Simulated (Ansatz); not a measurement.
The pair A = CH6OSn (SMILES C[O][SnH3]) (first 9 atoms), B = NH3 (SMILES N); geometry from B3LYP-D3(BJ)/def2-TZVP.
(charge 0, multiplicity 1):
```xyz
13

C     -2.399     0.939     1.313
O     -1.373     0.012     1.601
Sn     0.545     0.552     1.333
H     -3.359     0.454     1.510
H     -2.341     1.838     1.939
H     -2.394     1.261     0.265
H      0.304     2.168     0.746
H      1.288    -0.355     0.093
H      1.388     0.649     2.815
N      0.269    -2.076     2.309
H      0.549    -2.298     3.257
H     -0.734    -1.920     2.289
H      0.492    -2.866     1.717
```

Frozen-core correlation. Filled d and f shells under p-block atoms count as core.

Codes used: Ansatz (an electronic-structure program). Values without a source in brackets are computed. In def2 rows elements past Kr take small-core potentials, without spin–orbit coupling.

Total energies (hartree), monomers frozen at their geometry in the pair:

```csv
structure,HF/def2-SVPD,B3LYP/def2-TZVPPD,CCSD(T)/def2-SVPD
AB,-385.6171082,-387.9380546,-386.3491459
A in the pair's basis,-329.4504909,-331.3382061,-329.9570989
B in the pair's basis,-56.1586154,-56.5903823,-56.3795951
A,-329.4497152,-331.3381019,-329.9545692
B,-56.1573140,-56.5901397,-56.3768541
```

Q: Work out the interaction energy without and with the counterpoise correction, and the superposition error, for each level.

A: 
E(AB) − E(A) − E(B), times 627.509 kcal/mol, with the monomers in their own basis and then in the pair's basis:
- HF/def2-SVPD: -6.32 uncorrected, -5.02 corrected; the monomers gain 1.30 kcal/mol from borrowed functions
- B3LYP/def2-TZVPPD: -6.16 uncorrected, -5.94 corrected; the monomers gain 0.22 kcal/mol from borrowed functions
- CCSD(T)/def2-SVPD: -11.12 uncorrected, -7.81 corrected; the monomers gain 3.31 kcal/mol from borrowed functions
